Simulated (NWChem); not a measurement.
Molecule: CH$_{4}$BeS; SMILES [BeH][S]C

```xyz
7

Be    -0.6888    -1.6277     0.0003
H     -1.5742    -2.6352    -0.0003
S      0.5962    -0.2064     0.0000
C     -0.5122     1.2769     0.0004
H     -1.2148     1.2674    -0.8536
H      0.1489     2.1580    -0.1001
H     -1.0713     1.3618     0.9508
```
Atoms are numbered in this order, from 1.

Computed with NWChem. Medium grid unless said otherwise, to which SCAN and Minnesota functionals are sensitive. All runs use the structure optimised with PBE-D3(BJ)/def2-SVP. Total energies of different functionals are on different scales.

```csv
level,energy (Ha),highest occupied level (eV),orbital gap (eV),dipole (D)
B3LYP/def2-TZVP,-453.5248,-6.87,5.60,1.50
PBE/def2-TZVP,-453.2254,-5.97,4.07,1.56
MN15-L/def2-TZVP,-453.4014,-6.37,4.80,1.58
PW6B95/def2-TZVP,-453.8972,[?],[?],1.49
BP86/def2-TZVP,-453.5304,-6.06,4.12,1.56
TPSS/def2-TZVP,-453.5364,-6.04,4.36,1.54
r2SCAN0/def2-TZVP,-453.4192,-7.26,6.44,1.56
"LDA (Slater exchange, PW92)/def2-TZVP",-451.5078,-6.08,3.95,1.60
B97-2/def2-TZVP,-453.5089,-6.86,5.85,1.52
N12/def2-TZVP,-453.5056,-5.78,4.19,1.53
```

Task: What belongs in the gaps?

Result: 
- PW6B95/def2-TZVP, highest occupied level (eV): -7.18
- PW6B95/def2-TZVP, orbital gap (eV): 6.14
